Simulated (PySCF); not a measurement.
C₅H₁₀Se.
Geometry (PBE0-D3(BJ)/def2-SVP, Å), atoms numbered from 1 in this order:
```
atom  x, y, z in Å
C1     2.536   -0.514   -0.160
C2     1.175   -0.086   -0.666
C3     0.233    0.559    0.303
Se4    0.669    0.991    1.962
C5    -1.158    0.785   -0.220
C6    -2.075   -0.402    0.085
H7     3.095    0.344    0.242
H8     2.443   -1.246    0.655
H9     3.123   -0.966   -0.972
H10    1.282    0.628   -1.507
H11    0.637   -0.942   -1.119
H12   -1.117    0.945   -1.311
H13   -1.576    1.692    0.240
H14   -1.700   -1.332   -0.369
H15   -3.086   -0.218   -0.308
H16   -2.148   -0.557    1.171
```

The closed-shell ground state was solved at several levels (PySCF, density fitting, gas phase). Relativistic effects, spin–orbit coupling among them, are left out although an element past zinc is present.

```tsv
level	basis functions	HOMO (eV)	LUMO (eV)	gap (eV)	dipole (D)
CAM-B3LYP/def2-SVPD	221	-7.26	-1.04	6.22	2.85
CAM-B3LYP/pcSseg-1	176	-7.21	-0.91	6.30	2.62
B3LYP/pcJ-1 (pcSseg-1 on Se)	276	-5.67	-2.20	3.47	2.58
```

(1) Estimate the row for PBE0/pcSseg-1, a basis of 176 functions; the other rows only guide the guess.

(2) Over all these levels, which gives the widest orbital gap and which the narrowest?

(3) How far do the dipole and the HOMO energy spread over the levels?

Answers

(1) HOMO -5.96 eV, LUMO -2.05 eV, gap 3.91 eV, dipole 2.69 D.

(2) CAM-B3LYP/pcSseg-1 (range-separated hybrid) has the widest, 6.30 eV, and B3LYP/pcJ-1 (pcSseg-1 on Se) (global hybrid, 20 % exact exchange) the narrowest, 3.47 eV. Functional and basis both differ between the two, so the spread mixes both effects.

(3) The dipole runs from 2.58 to 2.85 D (mean 2.69 D) and the HOMO from -7.26 to -5.67 eV.

One conformer stands for the species.
